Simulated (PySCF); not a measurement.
SMILES [Cl][Ge]([Cl])([Cl])[CH2][Si](C)(C)C (C4H11Cl3GeSi), singlet (GFN2-xTB optimised geometry):

```
20

Si    -1.626     0.546     0.000
C     -2.259    -0.337    -1.562
C     -2.148     2.380     0.000
C     -2.216    -0.328     1.586
C      0.298     0.546     0.000
Ge     1.163    -1.174    -0.537
Cl     0.281    -2.917     0.334
Cl     3.228    -1.212     0.042
Cl     1.123    -1.465    -2.653
H     -1.830     0.093    -2.463
H     -3.339    -0.273    -1.648
H     -1.991    -1.390    -1.544
H     -1.826     2.891    -0.902
H     -3.228     2.469     0.057
H     -1.732     2.917     0.847
H     -1.847    -1.348     1.633
H     -1.871     0.189     2.478
H     -3.300    -0.367     1.631
H      0.678     0.786     0.990
H      0.681     1.295    -0.688
```

Method: PBE0/def2-SVP in PySCF 2.14.0.

What are the frontier orbital energies and the dipole moment?

HOMO-2 -8.83 eV, HOMO-1 -8.76 eV, HOMO -8.43 eV, LUMO -0.86 eV, LUMO+1 0.78 eV; dipole moment 3.23 D.

On the same geometry PySCF with PBE/def2-SVP gives HOMO-2 -7.40 eV, HOMO-1 -7.37 eV, HOMO -7.12 eV, LUMO -1.82 eV, LUMO+1 -0.05 eV; dipole moment 3.10 D.

Meta-Löwdin charges at PBE0/def2-SVP: Si1 0.89, C2 -0.56, C3 -0.55, C4 -0.56, C5 -0.60, Ge6 0.84, Cl7 -0.26, Cl8 -0.26, Cl9 -0.26, H10 0.12, H11 0.12, H12 0.12, H13 0.11, H14 0.12, H15 0.11, H16 0.12, H17 0.11, H18 0.12, H19 0.14, H20 0.14.
